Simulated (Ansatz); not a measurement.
Bond stretch in SiH (cation, charge +1), singlet.

- RKS-B3LYP = Ansatz (a quantum-chemistry and plane-wave program) with restricted B3LYP/cc-pVDZ
- RKS-PBE = restricted PBE/cc-pVDZ run with Ansatz
- UCCSD(T) = Ansatz with CCSD(T) on UHF/cc-pVDZ, frozen core
- UKS-B3LYP = unrestricted B3LYP/cc-pVDZ (Ansatz)
- UKS-PBE = unrestricted PBE/cc-pVDZ (Ansatz)
- FCI = full CI/cc-pVDZ, frozen core (Ansatz)

Cost and accuracy over the 22 points of the scan, with FCI as yardstick. Costs are rough ratios of core time within Ansatz on shared cores, each with its mean field (Kohn-Sham runs search longer for lower solutions than correlated ones do); the miss is the largest error against full CI of the curve after the mean shift, in kcal/mol.

Which is the cheapest of these levels that stays within 3.1 kcal/mol of FCI?

UCCSD(T).

```tsv
level	relative cost	largest error
RKS-B3LYP	1	33.7
RKS-PBE	1	24.4
UCCSD(T)	2	2.1
UKS-B3LYP	4	2.9
UKS-PBE	5	3.3
```

Costs within a factor of two of each other count as equal.

The restricted form behind RKS-B3LYP, RKS-PBE keeps the bonding electrons paired and can't separate into open-shell fragments. The unrestricted determinant behind UCCSD(T) is spin-contaminated at 1.21 to 1.57, 2.06 to 6.02 Å (<S²> up to 1.0, against 0.00 for a pure singlet). The unrestricted determinant behind UKS-B3LYP is spin-contaminated at 2.51 to 6.02 Å (<S²> up to 1.0, against 0.00 for a pure singlet). The unrestricted solution behind UKS-PBE changes between 2.72 and 3.06 Å, which can leave a kink. The unrestricted determinant behind UKS-PBE is spin-contaminated at 2.72 to 6.02 Å (<S²> up to 1.0, against 0.00 for a pure singlet).
